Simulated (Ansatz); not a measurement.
Na, doublet; HF/cc-pVDZ (Ansatz, a program for electronic structure).

Here is a job for Ansatz.
Ansatz 0.2 input:
```yaml
crystal:
  periodic: [false, false, false]
  atoms:
    - {symbol: Na, position_ang: [0.00000000, 0.00000000, 0.00000000]}
basis:
  gaussian:
    orbitals: cc-pVDZ
hamiltonian:
  xc: hf
magnetization: {spin_polarized: true, initial_magnetization: 1}
output: {forces: true}
```

Problem. Write the output that Ansatz gives for this input, abridged.

Solution. 
```
Functional definition: HF
91 factors; integrals over basis functions are off by at most 8.7e-5 eV
mean field evaluation 1: about -4404.2279 eV, gradient 5.5e-1 eV
mean field evaluation 2: about -4404.2279 eV, gradient 5.5e-1 eV
mean field evaluation 4: about -4404.2461 eV, gradient 4.2e-3 eV
mean field evaluation 8: about -4404.2460 eV, gradient 2.2e-5 eV
mean field -4404.24601232 eV, -161.8530556478 hartree, gradient 2.2e-5 eV, S^2 0.750045; 0 other end points of the search recorded, 0 dependent functions left out
the calculation of the forces begins
reference -4404.24601232 eV, -161.8530556478 hartree; 6, 5 occupied and 12, 13 virtual orbitals, 91 factors
Total energy: -4404.24601232 eV, -161.8530556478 hartree
Atom 0 at     0.000000     0.000000     0.000000 Å, force    -0.000000     0.000000    -0.000000 eV/Å
Dipole moment:    -0.000000     0.000000    -0.000000 e Å
```
